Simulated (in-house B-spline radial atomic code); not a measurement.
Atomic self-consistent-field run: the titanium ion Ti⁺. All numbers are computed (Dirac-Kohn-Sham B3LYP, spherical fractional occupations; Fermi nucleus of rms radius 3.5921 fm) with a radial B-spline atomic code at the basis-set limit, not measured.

Command:
```bash
python run_scf.py task.json out
```
Settings (nuclear radius in fm, mass in u):
```
Z                22
configuration    [Ar] 3d2 4s1
hamiltonian      dirac
method           b3lyp
spin_polarised   False
nucleus          fermi
rms_radius       3.5921
atomic_mass      47.94794
speed_of_light   137.035999084
```

Output (hartree, bohr):
```
 radial grid: 82 intervals, B-splines of order 8, outer radius 60 bohr

 iter        energy (Eh)    residual
    1        -848.308835    3.14e-01
    2        -850.977390    2.75e-01
    3        -853.304071    5.39e-02
    4        -853.450233    5.84e-03
    5        -853.452973    5.68e-03
    6        -853.454673    7.81e-04
    7        -853.454688    1.66e-04
    8        -853.454689    3.46e-06
    9        -853.454689    8.33e-07
   10        -853.454689    1.37e-08

 total energy                      -853.45469
 kinetic                             861.6424
 electron-nucleus                  -2024.0315
 Hartree                             350.8484
 exact exchange                       -8.1020
 exchange-correlation                -33.8120

 first-order corrections (not in the total)
   Gaunt                             0.2894
   retardation                      -0.0243
   frequency dependence             -0.0005
   self-energy                       0.1901
   Uehling                          -0.0147
   Wichmann-Kroll                    0.0001
   recoil                            0.0078

 orbital      occ     eigenvalue          <r>       <r^2>       <1/r>       r_max    small
 1s1/2      2.000      -180.3442    0.0695851  0.00651206     21.8021     0.04556  6.21e-03
 2s1/2      2.000       -20.4205     0.324406    0.124507     4.56425      0.2688  1.08e-03
 2p1/2      2.000       -17.0820     0.287828    0.102281     4.49357       0.218  1.06e-03
 2p3/2      4.000       -16.8686     0.290505    0.104052     4.43677      0.2201  1.05e-03
 3s1/2      2.000        -2.7181      1.00545     1.16611     1.39873       0.868  2.22e-04
 3p1/2      2.000        -1.8159      1.07862     1.37046     1.27255      0.8962  1.90e-04
 3p3/2      4.000        -1.7911       1.0867       1.391     1.26055      0.9026  1.88e-04
 3d3/2      0.800        -0.3971      1.56131     3.21498    0.874215      0.9902  9.90e-05
 3d5/2      1.200        -0.3955      1.56619     3.23521    0.871497      0.9927  9.85e-05
 4s1/2      1.000        -0.3865      3.20659     11.7011    0.404588       2.748  2.75e-05

 Slater integrals (Eh)
   F0(3d3/2,3d3/2)               0.599611
   F2(3d3/2,3d3/2)               0.268417
   F0(3d3/2,3d5/2)               0.598681
   F2(3d3/2,3d5/2)               0.267991
   G2(3d3/2,3d5/2)               0.267890
   G4(3d3/2,3d5/2)               0.164989
   F0(3d3/2,4s1/2)               0.344058
   G2(3d3/2,4s1/2)               0.061605
   F0(3d5/2,3d5/2)               0.597754
   F2(3d5/2,3d5/2)               0.267568
   F4(3d5/2,3d5/2)               0.164785
   F0(3d5/2,4s1/2)               0.343888
   G2(3d5/2,4s1/2)               0.061927
   F0(4s1/2,4s1/2)               0.281103
```

Cost of the run: 3.2 s on 1 thread of Arm Neoverse N1, with other jobs on the host.

For the Dirac Hamiltonian the kinetic term is c α·p + (β - 1)c².

Caution: exact exchange at fractional occupations of open shells leaves self-interaction of up to several eV.
